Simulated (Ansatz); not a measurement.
F₂Ge (SMILES [F][Ge][F]), singlet (typed; the unrestricted solution is spin-contaminated), at a GFN2-xTB geometry, with bond 3-1 at 3.0 times its length; HF/6-31G** (Ansatz, a quantum-chemistry and plane-wave program).

The Ansatz input:
Ansatz 0.2 input:
```yaml
crystal:
  periodic: [false, false, false]
  atoms:
    - {symbol: Ge, position_ang: [0.01332486, -0.01119836, 0.43892087]}
    - {symbol: F, position_ang: [0.62471047, 1.17087434, -0.77062296]}
    - {symbol: F, position_ang: [-2.04291297, -3.37077713, -3.24779545]}
basis:
  gaussian:
    orbitals: 6-31G__.json
hamiltonian:
  xc: hf
scf: {lower_state_search: off}
magnetization: {spin_polarized: true}
```
The basis file holds 6-31G** in the JSON format of the Basis Set Exchange.

What the program printed (banner, timings and long lists left out):

```
Functional definition: HF
these checks for a lower state are left out or cut short: stability, starts, cluster_reference, orbital_swaps, neighbouring_geometries, increment
560 factors; integrals over basis functions are off by at most 6.1e-4 eV
mean field evaluation 1: about -61866.4050 eV, gradient 3.5e1 eV
mean field evaluation 2: about -61866.4067 eV, gradient 3.5e1 eV
mean field evaluation 4: about -61866.4846 eV, gradient 3.8e1 eV
mean field evaluation 8: about -61870.7934 eV, gradient 1.6e0 eV
mean field evaluation 16: about -61870.9153 eV, gradient 9.3e-3 eV
mean field evaluation 32: about -61875.5182 eV, gradient 6.7e-4 eV
mean field -61875.51815415 eV, -2273.8833514325 hartree, gradient 1.2e-6 eV, S^2 1.015174; 0 other end points of the search recorded, 0 dependent functions left out
reference -61875.51815415 eV, -2273.8833514325 hartree; 25, 25 occupied and 40, 40 virtual orbitals, 560 factors
Total energy: -61875.51815415 eV, -2273.8833514325 hartree
Checks for a lower state left out: stability, starts, cluster_reference, orbital_swaps, neighbouring_geometries, increment
```
